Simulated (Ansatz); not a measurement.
Single points on the cluster Rh5⁻.

```yaml
crystal:
  periodic: [false, false, false]
  atoms:
    - {symbol: Rh, position_ang: [-2.002363, -0.188874, -0.062681]}
    - {symbol: Rh, position_ang: [-0.031515, -1.390248, 0.578906]}
    - {symbol: Rh, position_ang: [1.683315, -0.961125, -1.061064]}
    - {symbol: Rh, position_ang: [-0.830069, 1.830561, -0.058546]}
    - {symbol: Rh, position_ang: [1.180632, 0.709695, 0.603384]}
basis:
  gaussian: {orbitals: def2-TZVPD, initial_orbitals: start.molden}
total_charge: -1
hamiltonian: {xc: r2scan, dispersion: d4}
scf: {omitted_lower_state_checks: [starts]}
output: {orbitals: {seedname: orbitals}}
```

The file start.molden holds the orbitals of an earlier run on this structure, at another level or in another basis.

```sh
$ ansatz run in.yaml --threads 4 --pin off --events-out ev --progress --plain --max-ram 4787MiB
```

Output, abridged:

```
Functional definition: r2SCAN
1770 factors; their error is unknown
mean field evaluation 1: about -15049.2852 eV, gradient 6.7e0 eV
mean field evaluation 2: about -15049.6198 eV, gradient 8.6e-1 eV
mean field evaluation 4: about -15049.6507 eV, gradient 6.6e-2 eV
mean field evaluation 8: about -15049.6510 eV, gradient 8.0e-5 eV
mean field evaluation 16: about -15049.6510 eV, gradient 2.4e-6 eV
mean field -15049.65096404 eV, -553.0644719086 hartree, gradient 2.5e-6 eV, S^2 0.000000; 0 other end points of the search recorded, 0 dependent functions left out
reference -15049.65097594 eV, -553.0644723461 hartree; 43, 43 occupied and 157, 157 virtual orbitals, 1770 factors
Total energy: -15049.72072295 eV, -553.0670355015 hartree
Checks for a lower state left out: starts
```

Run time 12 s (4 threads of Arm Neoverse V2 on a shared host).

As the first input, with `hamiltonian: {xc: {name: LC-wPBE}}` (abridged; 21 s):

```
Functional definition: LC-wPBE
mean field evaluation 16: about -15039.2735 eV, gradient 1.4e-4 eV
mean field -15039.27345624 eV, -552.6831055310 hartree, gradient 4.4e-6 eV, S^2 0.000000
Total energy: -15039.27345624 eV, -552.6831055311 hartree
Checks for a lower state left out: starts
```

The first input with `hamiltonian: {xc: pbe0, dispersion: d4}` (abridged; 20 s):

```
Functional definition: PBE0
mean field evaluation 16: about -15039.6669 eV, gradient 2.6e-4 eV
mean field -15039.66693866 eV, -552.6975657434 hartree, gradient 1.2e-5 eV, S^2 0.000000
Total energy: -15040.00667784 eV, -552.7100509279 hartree
Checks for a lower state left out: starts
```

The first input with `hamiltonian: {xc: pbe, dispersion: d4}`, `output: {forces: true, orbitals: {seedname: orbitals}}` (abridged; 6.5 s):

```
Functional definition: PBE
mean field evaluation 16: about -15049.0312 eV, gradient 3.3e-4 eV
mean field -15049.03123069 eV, -553.0416971279 hartree, gradient 4.7e-6 eV, S^2 0.000000
Total energy: -15049.42686865 eV, -553.0562365552 hartree
Atom 0 force     0.163563    -0.440895     0.128198 eV/Å
Atom 1 force    -0.290082     0.235991    -0.217593 eV/Å
Atom 2 force    -0.011843     0.008419     0.175289 eV/Å
Atom 3 force     0.458372     0.062565     0.163802 eV/Å
Atom 4 force    -0.320010     0.133920    -0.249696 eV/Å
Dipole moment:    -0.048773     0.029358    -0.191393 e Å
Checks for a lower state left out: starts
```

As the first input, with `correlation: {method: mp2}` and without the key `hamiltonian` (abridged; 69 s):

```
Functional definition: HF
mean field evaluation 16: about -14919.0682 eV, gradient 3.7e-2 eV
mean field -14919.06844148 eV, -548.2656527164 hartree, gradient 6.0e-6 eV, S^2 0.000000; unrestricted orbitals would lower it
mean field evaluation 32: about -14920.9381 eV, gradient 6.7e0 eV
mean field evaluation 64: about -14927.7517 eV, gradient 1.2e-1 eV
unrestricted determinant -14927.85124629 eV, -548.5884148403 hartree, S^2 5.9906
second order -72.01625974 eV of doubles, -0.00000000 eV of singles
Total energy: -14991.08470121 eV, -550.9122014474 hartree
Checks for a lower state left out: starts
```

The first input with `hamiltonian: {xc: {name: r2SCANh}, dispersion: d4}` (abridged; 15 s):

```
Functional definition: r2SCANh
mean field evaluation 16: about -15045.2740 eV, gradient 2.8e-6 eV
mean field -15045.27403543 eV, -552.9036227491 hartree, gradient 2.8e-6 eV, S^2 0.000000
Total energy: -15045.35667461 eV, -552.9066596831 hartree
Checks for a lower state left out: starts
```

First input, but with `hamiltonian: {xc: {name: B97M-V}}` (abridged; 25 s):

```
Functional definition: B97M-V
mean field evaluation 16: about -15042.0731 eV, gradient 1.1e-3 eV
mean field -15042.07313824 eV, -552.7859919470 hartree, gradient 1.9e-5 eV, S^2 0.000000
Total energy: -15042.07319081 eV, -552.7859938788 hartree
Checks for a lower state left out: starts
```

Geometry: B3LYP-D4/def2-SVPD.

In the def2 sets Rh takes a core potential; there is no spin–orbit coupling. LC-ωPBE has ω = 0.4 bohr⁻¹. Correlated methods freeze no core orbitals; core or outer-core shells of Rh are correlated, in sets that lack core-valence functions. The restricted singlet is unstable towards broken spin symmetry in Hartree–Fock (as tested in another run); at r2SCAN-D4/def2-TZVPD, LC-ωPBE/def2-TZVPD, PBE0-D4/def2-TZVPD, PBE-D4/def2-TZVPD and others this wasn't settled. At r2SCAN-D4/def2-TZVPD, PBE-D4/def2-TZVPD the highest occupied level of the charge -1 singlet lies above zero (up to 0.28 eV). The electron is either unbound and held by the finite basis, or the level is raised by self-interaction error. At PBE-D4/def2-TZVPD an occupied level of the charge -1 singlet lies above an empty one (by up to 0.12 eV), so this SCF solution is probably not the lowest. At MP2/def2-TZVPD the restricted singlet (for correlated methods, its reference) is unstable: a solution with broken spin symmetry lies lower. No other spin state of charge -1 was run. Another isomer (singlet) lies 1.04 eV lower at PBE0-D4/def2-TZVPD; other spin states weren't run for this one.
